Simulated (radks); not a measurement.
The numbers below are computed, except where a source is named.
The mean radii <r> (bohr) of the occupied orbitals of an atom or ion are listed with their occupations. Code: a radial shooting solver on a logarithmic mesh with Libxc functionals. Model: non-relativistic Kohn-Sham, PBE, spin-polarised, spherical densities, point nucleus.

| orbital | occ. | <r> |
|---|---|---|
| 1s | 2 | 0.02047 |
| 2s | 2 | 0.08631 |
| 2p | 6 | 0.07300 |
| 3s | 2 | 0.2150 |
| 3p | 6 | 0.2048 |
| 3d | 10 | 0.1789 |
| 4s | 2 | 0.4185 |

Name the element and its charge. Open shells, if any, are filled with parallel spins first.

Answer. Z = 74, tungsten, charge +44: W44+ in [Ar] 3d10 4s2. The 1s radius gives Z: for a bare nucleus <r> = 1.5/Z, 0.02027 bohr for Z = 74, and screening makes it slightly larger (0.02047 here). The occupations add up to 30, and the charge is Z minus that.
